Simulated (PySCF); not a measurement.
Ligand exchange on a metal centre used in film growth or etching (Y Cl-NH2). Isolated molecules, 0 K electronic values unless said otherwise. One relaxed conformer stands for each flexible species; it need not be the lowest.

All values below come from B3LYP-D3(BJ)/def2-TZVP // PBE-D3(BJ)/def2-SVP in PySCF. All candidates: neutral, multiplicity 1. B3LYP has the VWN-RPA correlation part, as in Gaussian. 

The HOMO–LUMO gap is 4.75 eV. The HOMO comes out as -6.75 eV. The LUMO is -2.00 eV.

**Question.** Identify which member has these values.
A) [Y(Cl)(NH2)2]
B) [Y(Cl)2(NH2)]
C) [Y(Cl)3]
D) [Y(NH2)3]

**Answer.** A, [Y(Cl)(NH2)2]. The others give [Y(NH2)3]: 4.61 eV, -6.06 eV, -1.45 eV; [Y(Cl)2(NH2)]: 4.81 eV, -7.42 eV, -2.61 eV; [Y(Cl)3]: 5.55 eV, -8.83 eV, -3.28 eV
